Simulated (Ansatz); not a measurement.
A search over several starts for the lowest SCF solution of Cd8Te9⁻ at the given spin, in a small basis.

```yaml
crystal:
  periodic: [false, false, false]
  atoms:
    - {symbol: Cd, position_ang: [2.163678, 0.025577, -2.539332]}
    - {symbol: Cd, position_ang: [-1.077455, -1.136135, -0.282655]}
    - {symbol: Cd, position_ang: [1.467009, -3.215078, -0.369908]}
    - {symbol: Cd, position_ang: [-1.608557, 1.046002, 3.057862]}
    - {symbol: Cd, position_ang: [0.997076, 1.409192, 4.041212]}
    - {symbol: Cd, position_ang: [-3.899997, 0.237407, -2.635071]}
    - {symbol: Cd, position_ang: [3.553903, 2.115164, 2.597703]}
    - {symbol: Cd, position_ang: [-4.257634, -1.517910, 0.796019]}
    - {symbol: Te, position_ang: [1.440705, -1.420470, 2.831389]}
    - {symbol: Te, position_ang: [-1.466230, 3.007054, -2.189066]}
    - {symbol: Te, position_ang: [3.822556, 0.254773, -0.120714]}
    - {symbol: Te, position_ang: [-1.300158, -1.941386, 2.582649]}
    - {symbol: Te, position_ang: [1.255536, 2.635097, -1.840391]}
    - {symbol: Te, position_ang: [1.367501, -2.240090, -3.814220]}
    - {symbol: Te, position_ang: [1.136999, 0.765264, 0.613941]}
    - {symbol: Te, position_ang: [-1.287423, -1.623460, -3.031341]}
    - {symbol: Te, position_ang: [-2.307517, 1.598999, 0.301931]}
basis:
  gaussian: {orbitals: def2-SVP, fitting: {mean_field: def2-universal-jkfit}, initial_orbitals: start.molden}
total_charge: -1
magnetization: {spin_polarized: true, initial_magnetization: 1}
hamiltonian: {xc: pbe0, dispersion: d4}
output: {orbitals: {seedname: orbitals}}
```

The file start.molden holds the orbitals of an earlier run on this structure, at another level or in another basis.

```sh
$ ansatz run in.yaml --threads 2 --pin off --events-out ev --progress --plain --max-ram 22528MiB --backend cuda --devices 0, --max-vram 18GiB
```

It prints (some lines left out):

```
Functional definition: PBE0
4002 factors; integrals over basis functions are off by at most 7.7e-3 eV
mean field evaluation 1: about -102071.9256 eV, gradient 1.9e2 eV
mean field evaluation 2: about -102099.6473 eV, gradient 3.9e1 eV
mean field evaluation 4: about -102144.8473 eV, gradient 1.6e1 eV
mean field evaluation 8: about -102169.1324 eV, gradient 1.6e0 eV
mean field evaluation 16: about -102164.0844 eV, gradient 2.9e1 eV
mean field evaluation 32: about -102169.2307 eV, gradient 3.8e-3 eV
mean field evaluation 64: about -102169.0936 eV, gradient 3.4e0 eV
mean field -102169.23072249 eV, -3754.6499762597 hartree, gradient 2.3e-5 eV, S^2 0.763491; 9 other end points of the search recorded, 0 dependent functions left out
reference -102169.23076940 eV, -3754.6499779833 hartree; 189, 188 occupied and 293, 294 virtual orbitals, 4002 factors
Total energy: -102172.09146584 eV, -3754.7551066385 hartree
```

Hardware: 2 threads of AMD EPYC 7R13 on a shared host and a share (18 GiB) of an NVIDIA H100 80GB HBM3. Wall time 28 s, peak host memory 1.2 GiB.

In the def2 sets Cd, Te take a core potential; there is no spin–orbit coupling. Single mean-field runs in def2-SVP are fitted with def2-universal-jkfit. Another isomer (doublet) lies 4.55 eV lower at PBE0-D4/def2-SVP; other spin states weren't run for this one.
